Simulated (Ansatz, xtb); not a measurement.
## Isomers of C5H3FS in order of energy

4 gas-phase structures of C5H3FS, from a drawn sample of its isomers (lower ones may exist). Each was relaxed with GFN2-xTB; where two conformers were screened, the lower at r2SCAN-D4/def2-SVP is listed:

A. `C#CC(=S)C(=C)F`, a singlet
B. `C#C[C@H](F)C=C=S`, a singlet
C. `C#CCC(F)=C=S`, a singlet
D. `C#CC(=C=S)CF`, a singlet

**Question.** Make a reasoned guess at their ranking by r2SCAN-D4/def2-SVP single-point energy.

**Answer.** Calculated order at r2SCAN-D4/def2-SVP: A (0.0), D (6.0), B (10.5), C (17.3) kcal/mol.

Energies above the lowest of each column, in kcal/mol; the last columns are at B3LYP/def2-SVP geometries (a dash: not run or not comparable):

| structure | GFN2-xTB | HF/STO-3G | r2SCAN-D4/def2-SVP | B3LYP/def2-SVP | CCSD(T)/def2-SVP + ΔMP2/def2-TZVPP |
| --- | --- | --- | --- | --- | --- |
| A | 0.0 | 1.1 | 0.0 | 0.0 | 0.0 |
| D | 1.7 | 0.0 | 6.0 | 4.7 | 4.1 |
| B | 6.3 | 6.0 | 10.5 | 9.2 | 7.9 |
| C | 8.6 | 5.2 | 17.3 | 14.7 | – |

CCSD(T)/def2-SVP + ΔMP2/def2-TZVPP puts A lowest of those it was run on; HF/STO-3G picks D. Flexible structures stand in one conformer each, not always the lowest. Frequencies (GFN2-xTB) were run for A, B, D alone. ΔMP2 is the change of the MP2 energy from the smaller to the larger basis.

Over these structures GFN2-xTB departs from r2SCAN-D4/def2-SVP by 2.2 kcal/mol on average once a common shift is removed. A GFN2-xTB relaxation took about 0.13 s and the r2SCAN-D4/def2-SVP energy about 2.4 s on a shared host (Ansatz 0.2.0, xtb 6.7.1).
